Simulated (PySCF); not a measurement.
Dipole moment and polarisability across levels of theory

Arsenic tetramer, As4.
SMILES: `[As]12[As]3[As]1[As]23`

PySCF, dipoles from the SCF density, polarisabilities from static response with core orbitals frozen. Isolated species at its PBE0-D3(BJ)/def2-SVP geometry, gas phase. Relativistic effects, spin–orbit coupling among them, are left out although an element past zinc is present.

Problem. Compare the levels for these properties.

Solution. 

| level | α (Å³) | error (%) | anisotropy (Å³) |
| --- | --- | --- | --- |
| LDA/def2-SVPD | 16.96 | -1.9 | 0.01 |
| PBE/def2-SVPD | 17.03 | -1.5 | 0.01 |
| B3LYP/def2-SVPD | 17.02 | -1.6 | 0.01 |
| PBE0/def2-SVPD | 16.91 | -2.2 | 0.01 |
| BHandHLYP/def2-SVPD | 16.93 | -2.1 | 0.01 |
| CAM-B3LYP/def2-SVPD | 16.89 | -2.3 | 0.01 |
| wB97X-D/def2-SVPD | 17.18 | -0.7 | 0.01 |
| LC-wPBE/def2-SVPD | 16.70 | -3.4 | 0.01 |
| HF/def2-SVPD | 17.12 | -1.0 | 0.01 |
| PBE0/6-31G* | 15.51 | -10.3 | 0.01 |
| PBE0/def2-SVP | 14.73 | -14.8 | 0.01 |
| PBE0/aug-cc-pVDZ | 17.18 | -0.7 | 0.01 |
| PBE0/def2-TZVP | 16.16 | -6.5 | 0.01 |
| PBE0/def2-TZVPD | 17.26 | -0.2 | 0.01 |
| PBE0/aug-cc-pVTZ | 17.44 | +0.9 | 0.01 |

Reference polarisability: 17.293 Å³ (measured, gas; NIST CCCBDB Release 22 (SRD 101), experimental polarizabilities). The anisotropy is √(½[(α1 − α2)² + (α2 − α3)² + (α3 − α1)²]). For the polarisability, the smallest error is 0.2% (PBE0/def2-TZVPD) and the largest 14.8% (PBE0/def2-SVP). The dipole stays under 0.05 D at every level. In one basis (def2-SVPD) the functionals order the polarisability from LC-wPBE (lowest) to wB97X-D (highest), a spread of 3%. With PBE0 the polarisability is 15.47 Å³ without diffuse functions (mean of 6-31G*, def2-SVP and def2-TZVP) and 17.20 Å³ with them (mean of aug-cc-pVDZ, def2-SVPD, def2-TZVPD and aug-cc-pVTZ). Measured values can belong to vibrating molecules; the computed ones are for one fixed geometry.
